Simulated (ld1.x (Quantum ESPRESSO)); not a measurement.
phosphorus ultrasoft: all-electron and pseudo phase curves

ld1.x (Quantum ESPRESSO) 7.5 input, shortened:

```
&input
   title='P', zed=15., rel=1, dft='PBE', iswitch=3,
   config='[Ne] 3s2 3p2'
 /
 &inputp
   pseudotype=3, tm=.true., lloc=-1, rcloc=1.50,
   nlcc=.true., rcore=1.10
 /
4
3S  1  0   2.00   0.00  1.10  1.35  0.0
3S  1  0   0.00   1.00  1.10  1.35  0.0
3P  2  1   2.00   0.00  1.40  1.70  0.0
3P  2  1   0.00   1.60  1.40  1.70  0.0
 &test
   configts(1)='3s2 3p2'
 /
```

The phase is arctan(r·u′/u) with u = r·R(r), unwrapped; energies in Ry, scanned from -4 to 5 Ry. A pole is an energy at which the radial function vanishes at the test radius. The pseudo phase is shifted by a multiple of π to meet the all-electron one at the reference energy, and phase errors are pseudo minus all-electron; the curves can meet again beyond the range given. Levels narrower than the energy grid can be missing from the lists of poles.

```tsv
channel	radius (bohr)	reference energy (Ry)	poles, all-electron	poles, pseudo	unbroken range about the reference energy with phases within 0.05 rad	phase error 1 Ry above the reference energy (rad)
s	1.84	-1.71	1.39	1.39, 3.65	below 3.5	-0.000
p	1.84	-1.04	2.46	2.47	the whole range	-0.001
```

Phases in the p channel:

| E (Ry) | all-electron | pseudo |
| --- | --- | --- |
| -4.00 | 1.196 | 1.194 |
| -3.76 | 1.175 | 1.173 |
| -3.52 | 1.149 | 1.148 |
| -3.28 | 1.119 | 1.118 |
| -3.04 | 1.083 | 1.082 |
| -2.80 | 1.039 | 1.038 |
| -2.56 | 0.983 | 0.982 |
| -2.32 | 0.912 | 0.911 |
| -2.08 | 0.818 | 0.817 |
| -1.84 | 0.691 | 0.690 |
| -1.60 | 0.514 | 0.514 |
| -1.36 | 0.274 | 0.273 |
| -1.12 | -0.032 | -0.032 |
| -0.88 | -0.361 | -0.361 |
| -0.64 | -0.652 | -0.652 |
| -0.40 | -0.877 | -0.877 |
| -0.16 | -1.040 | -1.041 |
| 0.08 | -1.159 | -1.160 |
| 0.32 | -1.248 | -1.249 |
| 0.56 | -1.316 | -1.317 |
| 0.80 | -1.370 | -1.371 |
| 1.04 | -1.414 | -1.414 |
| 1.28 | -1.450 | -1.451 |
| 1.52 | -1.481 | -1.481 |
| 1.76 | -1.508 | -1.508 |
| 2.00 | -1.532 | -1.532 |
| 2.24 | -1.553 | -1.553 |
| 2.48 | -1.573 | -1.572 |
| 2.72 | -1.591 | -1.589 |
| 2.96 | -1.607 | -1.606 |
| 3.20 | -1.624 | -1.621 |
| 3.44 | -1.639 | -1.637 |
| 3.68 | -1.655 | -1.651 |
| 3.92 | -1.670 | -1.666 |
| 4.16 | -1.685 | -1.680 |
| 4.40 | -1.701 | -1.695 |
| 4.64 | -1.717 | -1.710 |
| 4.88 | -1.734 | -1.725 |
